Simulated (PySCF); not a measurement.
## How methods differ on the ionisation energy of Kr(29+)

Kr(29+) [He] 2s2 2p3 (4S) → Kr(30+) [He] 2s2 2p2 (3P), as a difference of total energies. All numbers are calculated (PySCF 2.14, the spin-free X2C one-electron Hamiltonian (Gaussian nucleus), in an uncontracted even-tempered set (17 s from 9.3 bohr⁻², ratio 2.5; 10 p from 12 bohr⁻², ratio 2.5; 5 d from 49 bohr⁻², ratio 2.7; 4 f from 73 bohr⁻², ratio 2.7)). Correlated levels: nothing frozen; virtual orbitals above 40 to 60 times the deepest correlated orbital energy dropped. The calculations carry no spin-orbit coupling.

```json
{"method": "UHF", "ionisation energy (eV)": "3417.4"}
{"method": "MP2 (all electrons)", "ionisation energy (eV)": "3417.3"}
{"method": "SCS-MP2 (all electrons)", "ionisation energy (eV)": "3416.8"}
{"method": "CCSD (all electrons)", "ionisation energy (eV)": "3416.5"}
{"method": "CCSD(T) (all electrons)", "ionisation energy (eV)": "3416.5"}
```

Spin-orbit coupling is strong in these open shells (close to jj coupling). The scalar numbers leave it out and a first-order estimate fails, so it can dominate the gap to the real levels.

For this ion Breit and QED terms and the two-electron picture change, all absent here, outweigh the differences among the correlated methods.

For comparison: 3380 ± 30 eV (semi-empirical (NIST evaluation); NIST Atomic Spectra Database, ionization energies).
